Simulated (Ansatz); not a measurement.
The first iterations of a band of CH6BF2N (11 atoms, charge 0, multiplicity 1).

Theory: RKS BLYP-D4/def2-SVP (Ansatz 0.2.0).

```
movable images  : 1
climbing image  : no
spring          : 5.0 eV/Å²
optimiser       : quadratic models (default)
start path      : through a guess of the saddle point
force threshold : 0.05 eV/Å
iteration limit : 60
end points      : relaxed
```

First end point:

```xyz
11
Properties=species:S:1:pos:R:3
B -0.069 -0.283 0.434
C 0.091 0.397 1.881
H -0.802 0.261 2.529
H 0.977 0.026 2.442
H 0.230 1.492 1.759
F 1.065 -0.266 -0.379
F -1.233 0.038 -0.267
N -0.282 -1.989 0.692
H -0.394 -2.452 -0.223
H 0.535 -2.405 1.165
H -1.121 -2.185 1.258
```

Last end point:

```xyz
11
Properties=species:S:1:pos:R:3
B 0.253 -0.872 -0.373
C -0.297 0.315 2.554
H -0.499 0.698 3.572
H 0.768 0.475 2.297
H -0.929 0.846 1.819
F 1.522 -0.458 -0.208
F -0.646 0.028 -0.809
N -0.119 -2.200 -0.101
H -1.076 -2.534 -0.206
H 0.542 -2.896 0.241
H -0.521 -0.767 2.508
```

| iteration | highest image above the first end (eV) | largest band force component (eV/Å) |
| --- | --- | --- |
| 1 | 7.323 | 6.357 |
| 2 | 5.411 | 4.029 |
| 3 | 4.631 | 3.440 |
| 4 | 3.561 | 3.456 |
| 5 | 2.253 | 4.487 |

**Question.** Does the band converge within its limit, and where does its top end?

**Answer.** The forces met the threshold. It ended after 16 iterations with the highest image 0.115 eV above the first end. No image climbed, so the highest image needn't sit at the top of the path. A band with more images between the same ends climbed to 1.77 eV, so this one has probably stepped over the top. So few images can step over the top or miss a turn of the path. The orbitals stay closed-shell, which can raise the energy where a bond breaks towards radicals; this wasn't checked here.

Run time: 32 s on 2 threads of Arm Neoverse V1, with other jobs on the host, peak memory 0.13 GiB.
